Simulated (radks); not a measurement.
Neutral xenon inside a hard spherical wall (all orbitals vanish at R), configuration held at [Xe] and not refilled when levels cross. Calculated with a radial shooting solver on a logarithmic mesh with Libxc functionals: scalar-relativistic Kohn-Sham, PBE, spin-polarised, spherical densities, finite nucleus; Fermi nuclear charge, rms radius 4.7859 fm. Eigenvalues in eV for spin up, with the zero of energy where the potential of the charges vanishes at infinity; a dash marks a level that is unbound or too diffuse for the functional's potential to be trusted. A positive occupied level is held by the wall or, in an anion where self-interaction has pushed it up, behind a barrier. The pressure on the wall is -dE/dV.

R (bohr) = free: E (hartree) -7447.03737; kinetic (hartree) 7830.781; e(4p) -141.27; e(4d) -59.384; e(5s) -19.740; e(5p) -8.235; e(6s, empty) -; e(5d, empty) -; pressure (GPa) 0
R (bohr) = 20: E (hartree) -7447.03737; kinetic (hartree) 7830.781; e(4p) -141.27; e(4d) -59.384; e(5s) -19.740; e(5p) -8.235; e(6s, empty) -; e(5d, empty) -; pressure (GPa) < 0.0001
R (bohr) = 15: E (hartree) -7447.03737; kinetic (hartree) 7830.781; e(4p) -141.27; e(4d) -59.384; e(5s) -19.740; e(5p) -8.235; e(6s, empty) -; e(5d, empty) -; pressure (GPa) < 0.0001
R (bohr) = 12: E (hartree) -7447.03737; kinetic (hartree) 7830.781; e(4p) -141.27; e(4d) -59.384; e(5s) -19.740; e(5p) -8.235; e(6s, empty) -0.331; e(5d, empty) 1.544; pressure (GPa) < 0.0001
R (bohr) = 8: E (hartree) -7447.03654; kinetic (hartree) 7830.791; e(4p) -141.22; e(4d) -59.331; e(5s) -19.695; e(5p) -8.192; e(6s, empty) 0.880; e(5d, empty) 2.671; pressure (GPa) 0.0468
R (bohr) = 7: E (hartree) -7447.03349; kinetic (hartree) 7830.818; e(4p) -141.08; e(4d) -59.195; e(5s) -19.583; e(5p) -8.082; e(6s, empty) 2.041; e(5d, empty) 3.389; pressure (GPa) 0.285
R (bohr) = 2.5: E (hartree) -7440.66216; kinetic (hartree) 7856.527; e(4p) -107.69; e(4d) -27.094; e(5s) 14.174; e(5p) 32.684; e(6s, empty) 133.58; e(5d, empty) 65.076; pressure (GPa) 4770
R (bohr) = 2: E (hartree) -7428.40721; kinetic (hartree) 7899.266; e(4p) -79.480; e(4d) 0.536; e(5s) 60.634; e(5p) 87.149; e(6s, empty) 273.19; e(5d, empty) 132.98; pressure (GPa) 25300
R (bohr) = 1.5: E (hartree) -7380.00578; kinetic (hartree) 8051.766; e(4p) -10.947; e(4d) 73.610; e(5s) 220.32; e(5p) 262.46; e(6s, empty) 655.61; e(5d, empty) 325.48; pressure (GPa) 198000
